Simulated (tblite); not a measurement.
Compound: C4H15N2PSi2.
Atom-mapped SMILES: `[CH2:1]=[CH:2][Si@@H:3]([N:4]([CH3:5])[CH3:6])[Si@H:7]([NH2:8])[PH2:9]` (hydrogens: H10, H11 on C1; H12 on C2; H13 on Si3; H14, H15, H16 on C5; H17, H18, H19 on C6; H20 on Si7; H21, H22 on N8; H23, H24 on P9)

Computed geometry: GFN2-xTB, gas phase.

Task: Give the optimised bond lengths and angles.

Result: 
```
                   bond  length (pm)   order
                  C1=C2        132.3  double
                 C2–Si3        188.6  single
                 Si3–N4        172.4  single
           N4–C5, N4–C6        144.2  single
                Si3–Si7        231.3  single
                 Si7–N8        172.9  single
                 Si7–P9        226.2  single
                 C1–H10        108.0  single
                 C1–H11        107.8  single
                 C2–H12        108.4  single
                Si3–H13        148.4  single
C5–H14 and 3 like bonds        109.1  single
         C5–H15, C6–H17        109.6  single
                Si7–H20        148.4  single
         N8–H21, N8–H22        100.8  single
         P9–H23, P9–H24        138.0  single
```

Bonds in one row agree within 1 pm and their mean is given. Orders are formal, as drawn. A selection of angles:
```
      angle  degrees
  C2–C1–H10    123.1
  C2–C1–H11    121.3
 H10–C1–H11    115.7
  C1–C2–Si3    124.5
  C1–C2–H12    117.8
 Si3–C2–H12    117.7
  C2–Si3–N4    104.7
 C2–Si3–Si7    108.6
 C2–Si3–H13    106.5
 N4–Si3–Si7    111.2
 N4–Si3–H13    113.7
Si7–Si3–H13    111.6
  Si3–N4–C5    122.3
   C5–N4–C6    111.9
  N4–C5–H14    110.1
  N4–C5–H15    111.7
 H14–C5–H15    108.3
 H14–C5–H16    108.7
 Si3–Si7–N8    109.8
 Si3–Si7–P9    115.2
Si3–Si7–H20    109.9
  N8–Si7–P9    106.9
 N8–Si7–H20    112.5
 P9–Si7–H20    102.5
 Si7–N8–H21    120.6
 Si7–N8–H22    119.4
 H21–N8–H22    110.3
 Si7–P9–H23     95.4
 Si7–P9–H24     94.4
 H23–P9–H24     91.8
```

Dihedral angles: C1–C2–Si3–N4 154° (antiperiplanar); C2–Si3–N4–C5 157° (antiperiplanar); C2–Si3–Si7–N8 -61° (synclinal).

Si3 (SiH silicon) is distorted tetrahedral (angles from 104.7° to 113.7°). Of the pairs four or more bonds apart, Si7···H14 is among the closest relative to their van der Waals radii: 2.93 Å, 89 % of the sum of Bondi's values. N8 (silicon-bound nitrogen) has angles 120.6°, 119.4° and 110.3°, sum 350.3°, 0.21 Å off the plane of its three neighbours. Si7 (SiH silicon) is distorted tetrahedral (angles from 102.5° to 115.2°). P9 (three-coordinate phosphorus) is pyramidal (angles 95.4°, 94.4° and 91.8°, sum 281.6°, 0.84 Å off the plane of its three neighbours). N4 (silicon-bound nitrogen) has angles 122.3°, 121.3° and 111.9°, sum 355.6°, 0.19 Å off the plane of its three neighbours.

Point group: C1 (no symmetry element, even within 0.4 Å). Its lowest GFN2-xTB frequency is 11i cm⁻¹, too small to tell a flat minimum from a shallow saddle. The numbers are those of one conformer (C1–C2–Si3–N4 154°, C2–Si3–N4–C5 157°, C2–Si3–Si7–N8 -61°, Si3–Si7–N8–H -170° and 47°, Si3–Si7–P9–H 99° and -168°).

Hardware: Arm Neoverse N1, one thread (shared host). Cost: 3.5 s wall. That covers the optimisation of the geometry.
